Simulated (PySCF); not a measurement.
Numbering as in the mapped SMILES `[CH3:1][O:2][C:3](=[O:4])[c:5]1[cH:6][o:7][c:8]([CH3:9])[p:10]1` (H(Xn): hydrogen on atom n).

No relativistic terms, single conformer, gas phase, equivalent nuclei averaged. Structure optimised with GFN2-xTB; GIAO PBE0/pcSseg-1 shieldings; PySCF 2.14.

δ = σ(ref) − σ, references computed at the same level: 13C against TMS.

Q: Do the 13C shifts follow the atomic charges (in e)? Tabulate both.

A: 
| atoms | hybridisation | δ (ppm) | σ para (ppm) | Hirshfeld | IAO | Mulliken | ESP-fitted |
| --- | --- | --- | --- | --- | --- | --- | --- |
| C8 | sp2 | 208.1 | -291 | +0.02 | -0.04 | -0.25 | +0.39 |
| C3 | sp2 | 168.8 | -230 | +0.19 | +0.52 | +0.60 | +0.76 |
| C6 | sp2 | 156.6 | -224 | +0.03 | +0.06 | +0.35 | +0.05 |
| C5 | sp2 | 144.6 | -226 | -0.11 | -0.32 | -0.65 | -0.33 |
| C1 | sp3 | 50.0 | -103 | -0.03 | -0.22 | -0.03 | -0.31 |
| C9 | sp3 | 21.4 | -80 | -0.12 | -0.44 | -0.17 | -0.52 |

Correlation coefficients of δ with charge over these carbons: Hirshfeld +0.58, IAO +0.62, Mulliken +0.14, ESP-fitted +0.77; with the paramagnetic shielding -0.99. Among the 4 sp2 carbons alone: Hirshfeld +0.30, IAO +0.18, Mulliken +0.03, ESP-fitted +0.57. With so few points, grouped by hybridisation, these coefficients are fragile. Charge is one influence among several: hybridisation and low-lying excitations act through the paramagnetic term.

Shifts are as computed. Against solution values, carbons near 30 ppm lie about +3 ppm off and those near 130 ppm about +5 ppm. Of 1211 compounds with measured shifts, 218 miss one by over three times the rms of a fit or turn the order of signals round; such compounds aren't used in these exercises.
